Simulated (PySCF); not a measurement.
CH5F2NSi, SMILES CN[SiH](F)F. Geometry: PBE0-D3(BJ)/def2-SVP. The structure was generated by enumeration, and PubChem lists no compound with its InChIKey, so it may never have been made. The values are those of a single conformer.

Question: Give the equilibrium geometry at PBE0-D3(BJ)/def2-SVP (PySCF confirms it by a frequency run) as Cartesian coordinates in Å. (The exact figures need the calculation; the answer reports its results.)

Answer: One answer among several that fit: 
```xyz
10

Si     0.5054    -0.1934    -0.0662
F      1.4962     0.2502     1.1282
F      0.9989     0.6924    -1.3274
N     -1.0867     0.1081     0.4285
C     -2.2637    -0.5808    -0.0486
H      0.6843    -1.6118    -0.4330
H     -1.2729     0.9298     0.9933
H     -1.9710    -1.5058    -0.5692
H     -2.8589     0.0177    -0.7611
H     -2.9256    -0.8780     0.7818
```
